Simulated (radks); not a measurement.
The chlorine anion Cl-, [Ar], held by a Watson sphere: a shell of charge +1 at radius R that stands for the Madelung well of a crystal (potential energy -1/R inside, -1/r outside, in hartree with lengths in bohr). All-electron calculation, non-relativistic Kohn-Sham, LDA (Slater exchange, Perdew-Wang correlation), spin-polarised, spherical densities, point nucleus. Program: a radial shooting solver on a logarithmic mesh with Libxc functionals. Response by self-consistent Sternheimer equations with the Hartree and adiabatic LDA kernel. The sphere does not respond.

R (bohr) = 2.41: e(2p) (eV) -189.38; e(3s) (eV) -19.941; e(3p) (eV) -8.516; <r> 3p (bohr) 1.920; sum of <r^2> (bohr^2) 34.29; X-ray form factor at sin(theta)/lambda = 0.2 1/angstrom 12.115; alpha (bohr^3) 20.30
R (bohr) = 2.69: e(2p) (eV) -189.15; e(3s) (eV) -19.429; e(3p) (eV) -8.064; <r> 3p (bohr) 1.946; sum of <r^2> (bohr^2) 35.21; X-ray form factor at sin(theta)/lambda = 0.2 1/angstrom 12.072; alpha (bohr^3) 22.25
R (bohr) = 2.81: e(2p) (eV) -189.03; e(3s) (eV) -19.221; e(3p) (eV) -7.873; <r> 3p (bohr) 1.956; sum of <r^2> (bohr^2) 35.57; X-ray form factor at sin(theta)/lambda = 0.2 1/angstrom 12.058; alpha (bohr^3) 23.10
R (bohr) = 2.85: e(2p) (eV) -188.99; e(3s) (eV) -19.153; e(3p) (eV) -7.810; <r> 3p (bohr) 1.959; sum of <r^2> (bohr^2) 35.68; X-ray form factor at sin(theta)/lambda = 0.2 1/angstrom 12.054; alpha (bohr^3) 23.39
R (bohr) = 3.16: e(2p) (eV) -188.67; e(3s) (eV) -18.651; e(3p) (eV) -7.334; <r> 3p (bohr) 1.981; sum of <r^2> (bohr^2) 36.49; X-ray form factor at sin(theta)/lambda = 0.2 1/angstrom 12.029; alpha (bohr^3) 25.61
R (bohr) = 3.44: e(2p) (eV) -188.36; e(3s) (eV) -18.234; e(3p) (eV) -6.929; <r> 3p (bohr) 1.997; sum of <r^2> (bohr^2) 37.11; X-ray form factor at sin(theta)/lambda = 0.2 1/angstrom 12.014; alpha (bohr^3) 27.60
R (bohr) = 4.17: e(2p) (eV) -187.58; e(3s) (eV) -17.298; e(3p) (eV) -5.998; <r> 3p (bohr) 2.027; sum of <r^2> (bohr^2) 38.31; X-ray form factor at sin(theta)/lambda = 0.2 1/angstrom 11.998; alpha (bohr^3) 32.44
R (bohr) = 4.44: e(2p) (eV) -187.31; e(3s) (eV) -16.999; e(3p) (eV) -5.699; <r> 3p (bohr) 2.034; sum of <r^2> (bohr^2) 38.64; X-ray form factor at sin(theta)/lambda = 0.2 1/angstrom 11.995; alpha (bohr^3) 34.06
R (bohr) = 4.46: e(2p) (eV) -187.29; e(3s) (eV) -16.978; e(3p) (eV) -5.678; <r> 3p (bohr) 2.035; sum of <r^2> (bohr^2) 38.66; X-ray form factor at sin(theta)/lambda = 0.2 1/angstrom 11.995; alpha (bohr^3) 34.18
